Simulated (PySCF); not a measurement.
A geometry optimisation, step by step.

Species: C3H6BF.
Numbering: `[BH2:1]/[C:2]([CH3:3])=[CH:4]\[F:5]` (hydrogens: H6, H7 on B1; H8, H9, H10 on C3; H11 on C4)

Method: PySCF, PBE0-D3(BJ)/def2-SVP geometry optimisation, gas phase; density fitting, grid level 1; the optimiser is geomeTRIC in internal coordinates, started from a GFN2-xTB structure with every atom displaced at random (about 0.01 Å). 7 of its 9 geometries are shown. The frame can shift and turn from step to step; on so coarse a grid that alone can change the energy by a few meV, and forces under 0.02 eV/Å are noise.

Step 0: E = -6588.3315 eV, largest atomic force 2.398 eV/Å
```
atom  x, y, z in Å  |  force x, y, z in eV/Å
B1      0.376   -1.542    0.507   -0.752   2.226  -0.480
C2      0.132   -0.037    0.114    0.763  -0.033  -0.223
C3     -1.196    0.638    0.403    1.874   0.187   1.028
C4      1.115    0.702   -0.486   -1.320  -1.333   0.722
F5      2.289    0.216   -0.811    0.354   0.030  -0.061
H6     -0.505   -2.095    1.042   -0.692  -0.650   0.500
H7      1.376   -2.047    0.259    1.355  -0.797  -0.272
H8     -1.968    0.113   -0.092   -1.354  -0.664  -0.688
H9     -1.187    1.684    0.105   -0.165   0.423  -0.202
H10    -1.376    0.604    1.492   -0.201  -0.009  -0.115
H11     0.981    1.737   -0.765    0.138   0.622  -0.208
```

Step 1: E = -6588.4758 eV, largest atomic force 0.495 eV/Å
```
atom  x, y, z in Å  |  force x, y, z in eV/Å
B1      0.492   -1.418    0.697    0.023  -0.138  -0.268
C2      0.143   -0.025    0.138   -0.084  -0.073   0.004
C3     -1.160    0.652    0.474   -0.253  -0.196  -0.283
C4      0.969    0.590   -0.728    0.353   0.315   0.147
F5      2.135    0.106   -1.119   -0.113  -0.041   0.004
H6     -0.347   -2.019    1.329    0.060   0.016   0.111
H7      1.557   -1.948    0.461   -0.102   0.092   0.077
H8     -2.002    0.103   -0.002    0.182   0.168   0.199
H9     -1.204    1.693    0.120   -0.001   0.029  -0.004
H10    -1.349    0.651    1.555    0.006  -0.004   0.063
H11     0.797    1.592   -1.154   -0.071  -0.168  -0.052
```

Step 3: E = -6588.4836 eV, largest atomic force 0.319 eV/Å
```
atom  x, y, z in Å  |  force x, y, z in eV/Å
B1      0.477   -1.434    0.671    0.026   0.069   0.123
C2      0.131   -0.036    0.125    0.151  -0.158  -0.072
C3     -1.171    0.648    0.457    0.079   0.041   0.009
C4      0.993    0.593   -0.700   -0.113   0.250  -0.163
F5      2.163    0.135   -1.104   -0.117  -0.196   0.216
H6     -0.324   -2.020    1.365   -0.014  -0.017  -0.029
H7      1.546   -1.944    0.451    0.019  -0.035  -0.065
H8     -2.023    0.120    0.004   -0.036  -0.057  -0.029
H9     -1.205    1.694    0.111    0.002  -0.013  -0.008
H10    -1.348    0.648    1.544    0.023   0.016  -0.013
H11     0.794    1.572   -1.153   -0.021   0.100   0.031
```

Step 4: E = -6588.4924 eV, largest atomic force 0.077 eV/Å
```
atom  x, y, z in Å  |  force x, y, z in eV/Å
B1      0.483   -1.429    0.670   -0.005   0.033   0.069
C2      0.130   -0.033    0.123    0.014  -0.018  -0.052
C3     -1.172    0.647    0.457    0.016   0.004   0.003
C4      0.987    0.600   -0.702   -0.003   0.019  -0.008
F5      2.154    0.112   -1.079   -0.016  -0.011   0.025
H6     -0.321   -2.015    1.360    0.003  -0.020  -0.005
H7      1.550   -1.942    0.440   -0.005  -0.016  -0.034
H8     -2.024    0.113    0.007   -0.019  -0.026  -0.004
H9     -1.211    1.691    0.108   -0.004  -0.008  -0.011
H10    -1.345    0.650    1.544    0.010   0.015  -0.003
H11     0.802    1.582   -1.157    0.010   0.028   0.019
```

Step 5: E = -6588.4941 eV, largest atomic force 0.056 eV/Å
```
atom  x, y, z in Å  |  force x, y, z in eV/Å
B1      0.482   -1.426    0.674   -0.005  -0.021  -0.039
C2      0.128   -0.033    0.119   -0.015  -0.017  -0.005
C3     -1.175    0.645    0.452    0.010   0.019   0.003
C4      0.989    0.603   -0.699    0.012   0.012   0.053
F5      2.158    0.115   -1.067    0.002   0.000  -0.006
H6     -0.316   -2.018    1.366    0.003   0.022   0.014
H7      1.542   -1.945    0.424    0.013  -0.007  -0.001
H8     -2.027    0.099    0.015   -0.010  -0.018  -0.001
H9     -1.221    1.684    0.089   -0.010  -0.005  -0.015
H10    -1.341    0.661    1.540    0.004   0.012  -0.001
H11     0.813    1.592   -1.144   -0.002   0.003  -0.002
```

Step 7: E = -6588.4969 eV, largest atomic force 0.040 eV/Å
```
atom  x, y, z in Å  |  force x, y, z in eV/Å
B1      0.477   -1.433    0.659    0.011  -0.015  -0.035
C2      0.123   -0.038    0.108   -0.004   0.010   0.031
C3     -1.187    0.631    0.432   -0.007   0.014   0.002
C4      1.004    0.623   -0.668   -0.022  -0.014   0.027
F5      2.181    0.144   -1.019    0.030   0.012  -0.018
H6     -0.299   -2.002    1.393   -0.004   0.008  -0.006
H7      1.518   -1.971    0.372    0.004   0.001   0.010
H8     -2.035    0.045    0.043    0.006   0.005   0.005
H9     -1.261    1.648    0.015   -0.010  -0.003  -0.012
H10    -1.330    0.704    1.521   -0.004  -0.001   0.000
H11     0.840    1.627   -1.084    0.000  -0.016  -0.004
```

Step 8: E = -6588.4972 eV, largest atomic force 0.027 eV/Å
```
atom  x, y, z in Å  |  force x, y, z in eV/Å
B1      0.479   -1.435    0.656   -0.012  -0.006  -0.013
C2      0.123   -0.039    0.110    0.015   0.012   0.018
C3     -1.188    0.630    0.430   -0.004  -0.008   0.003
C4      1.005    0.625   -0.661   -0.007   0.006  -0.008
F5      2.185    0.152   -1.012    0.007   0.000   0.002
H6     -0.298   -2.006    1.388   -0.002  -0.005  -0.005
H7      1.520   -1.972    0.368    0.002   0.006   0.007
H8     -2.035    0.038    0.048    0.002   0.000   0.004
H9     -1.267    1.642    0.002   -0.001  -0.004  -0.005
H10    -1.331    0.713    1.519   -0.001   0.001   0.000
H11     0.839    1.628   -1.077    0.001  -0.002  -0.002
```

Task: Summarise the path.

Result: The energy falls by 3.82 kcal/mol from step 0 to step 8; nine tenths of that is first reached at step 2. It rises by more than 0.2 meV at step 3. The largest force goes from 2.398 to 0.027 eV/Å. Among the bonds B1–H7 changes most, from 1.148 to 1.206 Å; the atoms move by 0.040 Å rms after alignment.

Task: Follow the three bonds and two angles with the largest change from start to end.

Result: 
```csv
step,E above end (kcal/mol),largest force (eV/Å),B1–H7 (Å),C3–H8 (Å),B1–H6 (Å),H6–B1–H7 (°),H8–C3–H9 (°)
0,3.82,2.398,1.148,1.057,1.169,123.2,110.8
1,0.49,0.495,1.212,1.112,1.210,119.6,107.4
2,0.24,0.235,1.207,1.104,1.211,118.9,107.5
3,0.31,0.319,1.205,1.100,1.210,119.2,107.6
4,0.11,0.077,1.206,1.101,1.210,119.4,107.7
5,0.07,0.056,1.206,1.101,1.211,119.1,107.7
6,0.03,0.076,1.206,1.102,1.211,119.3,107.8
7,0.01,0.040,1.206,1.102,1.211,119.2,107.8
8,0.00,0.027,1.206,1.102,1.211,119.3,107.7
```

The cost below is that of the whole optimisation. Time: 26 s of wall time; peak memory 0.41 GiB. Hardware: one thread of an Arm Neoverse V1, on a shared host.
